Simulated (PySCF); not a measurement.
A side-by-side comparison of computed properties.

First species: C3H12BNSi.
Geometry (PBE0-D3(BJ)/def2-SVP, Å), atoms numbered from 1 in this order:
```
atom  x, y, z in Å
C1    -2.258   -0.333   -0.673
N2    -1.054    0.092    0.002
C3    -0.932    1.527    0.087
B4    -0.118   -0.822    0.504
C5     1.229   -0.420    1.211
Si6    2.591   -0.211   -0.073
H7    -3.161    0.025   -0.146
H8    -2.293   -1.428   -0.723
H9    -2.300    0.067   -1.703
H10   -0.906    1.984   -0.918
H11   -1.790    1.968    0.626
H12   -0.014    1.814    0.613
H13   -0.367   -1.997    0.323
H14    1.558   -1.224    1.889
H15    1.177    0.514    1.795
H16    2.274    0.925   -0.996
H17    3.912    0.079    0.570
H18    2.739   -1.448   -0.900
```

Second species: C3H14Ge2Si.
SMILES: `CC[CH2][Ge@H]([SiH3])[GeH3]`

Levels: wB97X-D/def2-SVPD for dipole moment, HOMO energy, LUMO energy, HOMO–LUMO gap, static isotropic polarisability and electronic spatial extent ⟨r²⟩ about the centre of nuclear charge; TDDFT wB97X-D/def2-SVPD for lowest singlet excitation; TDA wB97X-D/def2-SVPD for lowest triplet excitation (Tamm–Dancoff); ΔSCF wB97X-D/def2-SVPD for vertical ionisation energy; PBE0-D3(BJ)/def2-SVP for rotational constant A and rotational constant C. Geometries: PBE0-D3(BJ)/def2-SVP. Each structure is a single optimised conformer of the isolated species, non-relativistic unless stated. Electronic properties by PySCF.

The conformers computed, where there is a choice (atom-mapped SMILES and torsion angles):
- `[CH3:1][N:2]([CH3:3])[BH:4][CH2:5][SiH3:6]`: C1–N2–B4–C5 178°, N2–B4–C5–Si6 -88°
- `[CH3:1][CH2:2][CH2:3][Ge@H:4]([SiH3:5])[GeH3:6]`: C1–C2–C3–Ge4 -179°, C2–C3–Ge4–Si5 58°

Values for the first species:

| Property | Result |
| --- | --- |
| Dipole moment | 1.79 D |
| HOMO energy | -9.01 eV |
| LUMO energy | 1.86 eV |
| HOMO–LUMO gap | 10.87 eV |
| Lowest singlet excitation | 6.79 eV |
| Lowest triplet excitation (Tamm–Dancoff) | 5.43 eV |
| Static isotropic polarisability | 89.5 au |
| Vertical ionisation energy | 9.08 eV |
| Electronic spatial extent ⟨r²⟩ about the centre of nuclear charge | 1057 bohr² |
| Rotational constant A | 5.410 GHz |
| Rotational constant C | 1.248 GHz |

Question: Estimate the same properties for the second species, and the change in each.

Answer: 
```tsv
property	first	second	second less first
dipole moment	1.79 D	1.05 D	-0.74 D
HOMO energy	-9.01 eV	-9.28 eV	-0.27 eV
LUMO energy	1.86 eV	1.51 eV	-0.35 eV
HOMO–LUMO gap	10.87 eV	10.79 eV	-0.08 eV
lowest singlet excitation	6.79 eV	6.72 eV	-0.07 eV
lowest triplet excitation (Tamm–Dancoff)	5.43 eV	5.95 eV	+0.52 eV
static isotropic polarisability	89.5 au	136.1 au	+46.6 au
vertical ionisation energy	9.08 eV	9.32 eV	+0.24 eV
electronic spatial extent ⟨r²⟩ about the centre of nuclear charge	1057 bohr²	2115 bohr²	+1058 bohr²
rotational constant A	5.410 GHz	1.188 GHz	-4.222 GHz
rotational constant C	1.248 GHz	0.563 GHz	-0.685 GHz
```

On the first: The polarisability is 13.27 Å³ as a volume (1 au = 0.148185 Å³), or 1.60 au for each of the 56 electrons. The 10 singlets span 6.79 to 8.58 eV, and their oscillator strengths add up to 0.48.

On the second: No computed singlet falls in the visible range (750 to 380 nm, 1.65 to 3.26 eV); S1 lies 3.46 eV above its blue end. The principal polarisabilities are 118.6, 142.7 and 147.1 au; their mean is the isotropic value. The calculation is non-relativistic and has no spin–orbit coupling, an omission that weighs most on germanium.
